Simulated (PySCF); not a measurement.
C₇H₁₁Si (doublet state).
Z-matrix (Å and degrees, GFN2-xTB geometry), rows numbered from 1:
```
C 
C   1  1.3133
Si  2  1.8521  1  154.57
C   2  1.5114  1  136.35  3   177.64
C   4  1.5136  2  115.91  3   114.23
C   4  1.4857  2  114.46  3  -109.14
C   6  1.2990  4  124.61  2    43.43
C   7  1.4568  6  142.67  4  -176.59
H   1  1.0796  2  122.27  3     2.06
H   1  1.0820  2  121.80  3  -178.28
H   3  1.4491  2  119.96  4   100.39
H   3  1.4548  2  117.36  4  -103.33
H   5  1.0912  4  110.68  2    75.28
H   5  1.0897  4  110.85  2  -164.39
H   5  1.0881  4  110.30  2   -44.20
H   6  1.0975  4  113.66  2  -137.55
H   8  1.0978  7  111.72  6     8.49
H   8  1.0916  7  110.21  6   128.30
H   8  1.0912  7  110.41  6  -112.28
```

The hyperfine couplings belong to this conformer and change with its torsions.

Identity: `C=C1[SiH2][C@]1(C)/C=[C]/C` [radical].

Level of theory: PySCF, UKS B3LYP, pcH-1 on C H Si, non-relativistic, mean-field spin-orbit, GIAO. Geometry: GFN2-xTB, one conformer, isolated molecule. Couplings are sensitive to structure, and on GFN2-xTB geometries they can be far from those on DFT ones. The SCF solution wasn't tested for stability.

(1) Give the principal g shifts and their parts.

(2) What effective moment and Curie constant follow for a powder?

(3) What are the electron Larmor frequencies g μB B/h along the three axes at 350 mT?

(4) At 33.96 GHz, how far is the centre of the isotropic spectrum from where a free electron (g = 2.002319) resonates?

(5) In a frozen sample, at which fields do the three g values resonate at 9.5, 34, 94 and 263 GHz (hyperfine left aside), and which band first spreads them over more than twice a line width of 0.3 mT?

Answers

(1) 
```tsv
Δg (ppm)	1	2	3
relativistic mass correction	-146	-146	-146
gauge correction	19	7	44
orbital Zeeman/spin–orbit	-461	-75	756
total	-588	-214	653
```

So g = 2.00173, 2.00211, 2.00297 and g_iso = 2.00227; the tensor is rhombic: the two nearest values differ by 30 % of g3 − g1. Axes: g1 points within 8° of the C7–C8 bond and g2 points within 9° of the C6–H16 bond.

(2) With the mean of g² = 4.0091 and S(S+1) = 0.75: μ_eff = √(⟨g²⟩S(S+1)) = 1.734 μB and χT = 0.12505·⟨g²⟩·S(S+1) = 0.376 cm³ K/mol (cgs; spin-Hamiltonian part alone).

(3) 9.8059, 9.8077, 9.8119 GHz for g1, g2 and g3, a range of 6.1 MHz.

(4) B = hν/(g μB) with μB/h = 13.99624 MHz/mT gives 1211.78 mT for the free electron and 1211.81 mT at g_iso, 0.03 mT higher.

(5) 
| band | GHz | B(g3) mT | B(g2) mT | B(g1) mT | spread mT |
| --- | --- | --- | --- | --- | --- |
| X | 9.5 | 338.87 | 339.02 | 339.08 | 0.21 |
| Q | 34.0 | 1212.81 | 1213.33 | 1213.56 | 0.75 |
| W | 94.0 | 3353.06 | 3354.51 | 3355.14 | 2.08 |
| J | 263.0 | 9381.43 | 9385.50 | 9387.25 | 5.82 |

The spread grows in proportion to the frequency. Q band is the first where it exceeds 0.6 mT.

The largest Mulliken spin populations are on C7 (+0.99), C6 (-0.17), H16 (+0.09) and H17 (+0.07). C7 is the only atom above +0.15. The positive populations add up to 1.22 and the negative ones to -0.22, together 2S = 1.

The HOMO–LUMO gaps are 5.31 eV among the α and 4.00 eV among the β orbitals.
